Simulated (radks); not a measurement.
Dipole-allowed excitations along the series with 3 electrons in [He] 2s1. All-electron calculation, non-relativistic Kohn-Sham, LB94 model potential, spin-polarised, spherical densities, point nucleus; open shells are filled with parallel spins first. Program: a radial shooting solver on a logarithmic mesh with Libxc functionals. Time-dependent linear response with the Hartree and adiabatic LDA kernel, continuum included through the Sternheimer equations. Lines are the poles of the dipole polarisability below minus the highest occupied eigenvalue, found on a grid refined at the orbital gaps; the lowest seven at most are given, and weak or close lines can be missed. The first line takes the name of the lowest orbital gap if no other gap lies below it; otherwise a line is named after a gap within 0.6 % of it, if that gap stands alone.

| species | -e(HOMO) (eV) | lowest orbital gap (eV) | first line (eV) | f | strongest line (eV) | its f | static alpha (bohr^3) |
|---|---|---|---|---|---|---|---|
| Fe23+ | 2019.8 | 2s-2p 41.530 | 44.878 (2s-2p) | 0.0459 | 1139.3 (2s-3p) | 0.398 | 0.01719 |
| Co24+ | 2189.1 | 2s-2p 43.250 | 46.734 (2s-2p) | 0.0441 | 1234.0 (2s-3p) | 0.399 | 0.01523 |
| Ni25+ | 2365.1 | 2s-2p 44.971 | 48.593 (2s-2p) | 0.0424 | 1332.5 (2s-3p) | 0.401 | 0.01355 |
